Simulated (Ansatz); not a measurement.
Basis-set extrapolation for CH7NOSi, SMILES `NC[SiH2]O` (PBE0-D4/def2-TZVP geometry, frozen core, Ansatz). Multiplicity 1, RHF reference.

|  | def2-TZVPP | def2-QZVPP |
| --- | --- | --- |
| HF | -460.314908 | -460.332719 |
| MP2 correlation | -0.760774 | -0.816925 |
| CCSD(T) correlation | -0.826988 | not run |

Energies in hartree. Use E(X) = E(∞) + A·exp(−7.88·√X) for Hartree–Fock and E(X) = E(∞) + B·X^(−2.97) for correlation, with X = 3 and 4, and add CCSD(T) minus MP2 of the smaller set to the MP2 limit.

**Question.** What is the CCSD(T) energy at the basis-set limit?

**Answer.** HF limit: -460.332719 + (-0.017811) × 0.13774 = -460.33517. MP2 limit: -0.816925 + (-0.056151) × 0.74074 = -0.85852. Higher-order term: -0.826988 − (-0.760774) = -0.06621. Total: -461.25990 hartree, 309.8 kJ/mol below CCSD(T)/def2-TZVPP.
